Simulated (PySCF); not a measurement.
## Working out the ionisation energy of Ag⁺

Ag⁺ [Kr] 4d10 (1S) → Ag²⁺ [Kr] 4d9 (2D). Computed with PySCF 2.14 in x2c-TZVPPall, with the spin-free X2C one-electron Hamiltonian (Gaussian nucleus). Frozen: [Ar] 3d10. Energies in hartree (1 hartree = 27.21139 eV):

| part | Ag⁺ (lower) | Ag²⁺ (upper) |
| --- | --- | --- |
| UHF | -5312.578517 | -5311.854187 |
| CCSD correlation | -0.602163 | -0.544805 |
| (T) | -0.014816 | -0.011378 |

Problem. What does Hartree-Fock give?

Solution. (-5311.854187) − (-5312.578517) = 0.724330 hartree = 19.710 eV.

Problem. What do CCSD and CCSD(T) give?

Solution. The CCSD correlation energies differ by 0.057358 hartree = 1.561 eV and the triples by 0.003438 hartree = 0.094 eV, so CCSD gives 21.271 eV and CCSD(T) 21.365 eV.

Reference: 21.484 eV (measured; NIST Atomic Spectra Database, ionization energies), between the lowest levels; spin-orbit coupling is absent from the calculation.

What remains against the reference includes basis incompleteness, the frozen core and higher excitations.
